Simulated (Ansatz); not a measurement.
```yaml
crystal:
  periodic: [false, false, false]
  atoms:
    - {symbol: In, position_ang: [0.198456, -0.065891, -0.969696]}
    - {symbol: O, position_ang: [0.198785, 0.045475, 1.302913]}
    - {symbol: H, position_ang: [-0.420195, -0.666238, 1.533082]}
    - {symbol: H, position_ang: [-0.281919, 0.875231, 1.455699]}
    - {symbol: F, position_ang: [1.949741, -0.275227, -1.776070]}
    - {symbol: F, position_ang: [-0.661578, 1.690661, -0.852394]}
    - {symbol: F, position_ang: [-0.983280, -1.604011, -0.693524]}
basis:
  gaussian: {orbitals: STO-3G}
magnetization: {spin_polarized: true, initial_magnetization: 0}
hamiltonian: {xc: {name: HF}}
correlation: {active_space: {window: {electrons: 6, orbitals: 2}}}
scf: {lower_state_search: light}
```

```sh
$ ansatz run in.yaml --threads 4 --pin off --events-out ev --progress --plain --max-ram 3916MiB
```

Problem. Predict how Ansatz answers.

Solution. The program refused the input.
```
Error: invalid value for `correlation.active_space`: it starts from restricted Hartree–Fock orbitals; set hamiltonian.xc: hf without magnetization.spin_polarized
```
